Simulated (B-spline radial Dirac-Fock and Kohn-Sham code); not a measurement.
Dipole and non-dipole photoemission parameters of Tc³⁺ 4d3/2

System: Tc³⁺, configuration [Kr] 4d4; threshold 40.95 eV (orbital energy of the model). Model: Dirac-Hartree-Slater photoionisation with a Latter tail; cross sections with all multipoles, angular parameters from the dipole term and its interference with E2. Program: a radial finite-basis atomic code.

For linearly polarised light dσ/dΩ = σ/(4π) [1 + β P₂(cos θ) + (δ + γ cos²θ) sin θ cos φ], with θ from the polarisation vector and φ the angle between the beam and the projection of the electron momentum on the plane normal to the polarisation.

```tsv
hν (eV)	σ (kb)	β	γ	δ
56.7	1080	1.332	-0.047	0.002
59	849	1.440	-0.052	0.003
100	48.7	-0.668	0.162	-0.019
106	55.1	-0.853	0.170	-0.024
150	108	0.085	0.058	-0.019
197	111	0.577	0.007	-0.010
209	108	0.653	0.001	-0.008
377	54.6	1.133	-0.015	0.009
378	54.4	1.134	-0.015	0.009
432	43.0	1.193	-0.003	0.013
590	23.0	1.282	0.049	0.022
674	17.1	1.303	0.082	0.026
726	14.4	1.310	0.104	0.028
800	11.5	1.315	0.134	0.031
833	10.4	1.316	0.148	0.033
1000	6.56	1.310	0.217	0.039
1070	5.50	1.304	0.245	0.042
1253.6	?	?	?	?
1760	1.35	1.213	0.491	0.067
2000	0.916	1.178	0.563	0.076
3150	0.213	1.027	0.830	0.121
3370	0.169	1.002	0.871	0.130
4000	0.0939	0.937	0.971	0.155
4280	0.0740	0.911	1.010	0.166
4890	0.0460	0.859	1.084	0.190
5414.7	0.0318	0.819	1.139	0.211
7360	0.0102	0.702	1.292	0.284
9260	0.00420	0.617	1.391	0.351
13300	0.000999	0.489	1.519	0.482
```

Q: Give the values at Mg Kα (1253.6 eV).

A: σ = 3.59 kb, β = 1.284, γ = 0.317, δ = 0.048.

Values without a named source are computed, but for edge energies of neutral atoms, which are taken from tables.
